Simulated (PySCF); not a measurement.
Mg(Cl)(tBu), SMILES C[C](C)([Mg][Cl])C at its GFN2-xTB optimised geometry (Å):

```
15

Mg     0.4543    -1.8048     0.0000
Cl     2.6356    -1.8048     0.0000
C     -0.6137     0.0146     0.0000
C     -0.1464     0.8014     1.2143
C     -0.2312     0.7612    -1.2684
C     -2.1187    -0.2046     0.0548
H     -0.5838     1.8048     1.2127
H      0.9416     0.9081     1.2059
H     -0.4412     0.3053     2.1424
H      0.8547     0.8690    -1.3369
H     -0.5871     0.2354    -2.1579
H     -0.6703     1.7639    -1.2697
H     -2.4687    -0.7682    -0.8103
H     -2.4082    -0.7399     0.9594
H     -2.6356     0.7619     0.0569
```

Calculation: PBE0/def2-TZVP run with PySCF. Cells within 0.4 Å of a nucleus heavier than hydrogen are left out (blank, or x).

Map of the deformation density (molecule minus spherical neutral atoms) (e/bohr³) on the plane z = 0.0 Å:

```
|111111111111111111111111111|
|111111111111111111111111111|
|111111111111111111111111111|
|111111111111111111111111111|
|111111111111111111111111111|
|111111111111111111111111111|
|111111111111111111111111111|
|111111111110001111111111111|
|111111111000000011111111111|
|111110000000000001111111111|
|111100010000000000111111111|
|111101961000100000111111111|
|111102892222200000111111111|
|1111002xx87xx00000111111111|
|1111000xx554631001111111111|
|111100120013432001111111111|
|111110110012321001222111111|
|11111100001110x01232x211111|
|11111111001111xx123xx211111|
|111111111110011112212211111|
|111111111110000011211111111|
|111111111111000011111111111|
|111111111111100011111111111|
|111111111111111111111111111|
|111111111111111111111111111|
|111111111111111111111111111|
|111111111111111111111111111|
```
Scale: ten equal steps from -0.013 (start of '0') to 0.086 (end of '9'), in the order '0123456789'; x runs from -5.00 to 5.00, y from -5.00 (bottom) to 5.00 (top).
